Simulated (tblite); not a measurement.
Input of a run (GFN2-xTB geometry optimisation, gas phase (tblite 0.8.0)), started from a force field or distance geometry:
```
{"job": {"kind": "relax", "xc": "GFN2-xTB", "basis": "xTB"}, "charge": 0, "multiplicity": 2}
C     -2.436800    -1.310100     1.293700
C     -1.688300    -1.034000     0.395400
C     -0.755900    -0.726600    -0.666900
C     -1.207600     0.504200    -1.495600
C     -0.127400     1.235700    -1.146400
C      0.370800     0.095400    -0.283700
C      1.488100    -0.174700     0.553600
C      2.487400     0.694700     0.781500
H     -3.116300    -1.542100     2.086200
H     -0.482800    -1.601000    -1.259300
H     -2.075800     0.674400    -2.118100
H      0.227400     2.230500    -1.387900
H      1.505700    -1.150000     1.051000
H      3.311300     0.428800     1.428700
H      2.495600     1.682800     0.321400
```

Output (eV, eV/Å):
```
step      E/eV     max force
  0    -557.26153    3.693
  1    -557.48199    0.945
  2    -557.52194    0.634
  3    -557.53571    0.604
  4    -557.54086    1.272
  5    -557.55347    0.381
  6    -557.55794    0.260
  7    -557.56274    0.171
  8    -557.56670    0.136
  9    -557.56810    0.097
 10    -557.56940    0.099
 11    -557.57007    0.094
 12    -557.57077    0.078
 13    -557.57140    0.064
 14    -557.57191    0.050
 15    -557.57226    0.054
 16    -557.57254    0.046
 17    -557.57279    0.039
 18    -557.57298    0.033
 19    -557.57309    0.030
 20    -557.57319    0.032
 21    -557.57332    0.032
 22    -557.57348    0.038
 23    -557.57366    0.032
 24    -557.57383    0.038
 25    -557.57399    0.039
 26    -557.57416    0.033
 27    -557.57432    0.031
 28    -557.57444    0.024
 29    -557.57451    0.021
 30    -557.57457    0.019
 31    -557.57462    0.022
 32    -557.57467    0.021
 33    -557.57470    0.013
 34    -557.57471    0.008
```

Problem. Summarise the run.

Solution. The energy falls by 0.313 eV over 34 L-BFGS steps, the largest force on an atom goes from 3.69 to 0.008 eV/Å, and the atoms move by 0.061 Å rms after alignment. The bond that changes most is C5–C6 (ends: carbon bonded to 2 C and H; carbon bonded to 3 C), which shortens by 0.092 Å. Bonds longer at the end by more than 0.005 Å: 3 of 15; shorter: 9. Among the angles that change most is C4–C5–C6, from 90.1° to 94.1°. The energy never rose by more than 1e-5 eV on the way. The first step brought 70 % of the lowering.

Problem. What are the final bond lengths?

Solution. C1≡C2 1.198 Å, C2–C3 1.442 Å, C3–C4 1.524 Å, C4=C5 1.362 Å, C5–C6 1.422 Å, C6–C7 1.391 Å, C7=C8 1.357 Å, C3–C6 1.534 Å, C1–H9 1.049 Å, C3–H10 1.094 Å, C4–H11 1.072 Å, C5–H12 1.075 Å, C7–H13 1.084 Å, C8–H14 1.075 Å, C8–H15 1.076 Å. Numbering counts from 1 in the input's order; the species is `C#C[C@H]1C=C[C]1C=C` [radical].

Its GFN2-xTB frequencies are all real (lowest 83 cm⁻¹).

Shape of the structure used: `[CH:1]#[C:2][C@H:3]1[CH:4]=[CH:5][C:6]1[CH:7]=[CH2:8]`: C5–C6–C7–C8 -2°.

One conformer stands for the species.

All values are computed, not measured.
